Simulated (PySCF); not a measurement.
C₆H₁₂BNO: full NMR table

```
Formula                               : C6H12BNO
SMILES                                : C/C=C/N(C=O)B(C)C
Point group of the computed structure : C1
Carbon signals                        : 5
Proton signals                        : 5
```

Atom-mapped SMILES (the numbers label the heavy atoms): `[CH3:1]/[CH:2]=[CH:3]/[N:4]([CH:5]=[O:6])[B:7]([CH3:8])[CH3:9]`. Each H is labelled by its parent atom.

[PySCF 2.14.0 with density-fitted response routines: geometry from PBE0-D3(BJ)/def2-SVP; NMR shieldings at PBE/pcSseg-1/GIAO; single conformer; fast rotation and ring inversion assumed for equivalent nuclei; relativity neglected; gas phase]

Scale: ¹H (31.20 ppm), ¹³C (180.03 ppm) against TMS; ¹¹B (94.77 ppm) vs BF3·OEt2; ¹⁵N (265.06 ppm) vs NH3; H2O for ¹⁷O (334.63 ppm) (reference shieldings calculated alike).

```tsv
carbon	δC, type	δH (multiplicity)	HMBC from (2–3 bonds)	span of the C tensor (ppm)
C1	19.2, CH3	1.86 (d)	H(C3), H(C2)	35
C2	125.4, CH	5.32 (m)	H(C3), H(C1)	185
C3	138.2, CH	6.25 (d)	H(C5), H(C2), H(C1)	172
C5	164.8, CH	8.45 (s)	H(C3)	144
C8/C9	11.5, CH3	0.91 (s)	H(C8)/H(C9)	20
```

Other nuclei:
| atoms | nucleus | environment | δ (ppm) | σ (ppm) |
| --- | --- | --- | --- | --- |
| B7 | ¹¹B | boron bonded to 2 C, N | 55.5 | 39.3 |
| N4 | ¹⁵N | amide-type nitrogen | 223.2 | 41.9 |
| O6 | ¹⁷O | amide-type carbonyl oxygen | 509.1 | -174.4 |

1. δC 164.8: amide carbonyl carbon; lone-pair donation from the attached heteroatom keeps it upfield of a ketone carbonyl.
2. δC 138.2: alkene carbon bearing nitrogen; an sp2 carbon further deshielded by the attached heteroatom.
3. δC 125.4: β carbon of an enol-ether or enamine type C=C.
4. δH 6.25: hydrogen on an alkene carbon bearing nitrogen; olefinic region.
5. δH 5.32: hydrogen on a β carbon of an enol-ether or enamine type C=C; olefinic region.

A carbon bonded to boron is broadened by the quadrupolar boron nucleus and is often missing from a measured spectrum. Shifts are as computed. Against solution values, carbons near 30 ppm lie about +2 ppm off and those near 130 ppm about +2 ppm. Of 1309 compounds with measured shifts, 239 miss one by over three times the rms of a fit or turn the order of signals round; such compounds aren't used in these exercises. Unscaled 17O shifts of doubly bonded oxygen tend to come out too high, by tens of ppm or more. Experimental scales use liquid or dissolved standards, which lie at an offset from isolated NH3 (liquid NH3: subtract about 20 ppm) and H2O (liquid H2O: subtract about 36 ppm). Unscaled 15N shifts of sp2 nitrogen come out 20 to 40 ppm too high even then. Multiplicities follow the n + 1 count of equivalent neighbours, as no J values were calculated; m marks all less simple cases, F and P coupling included.
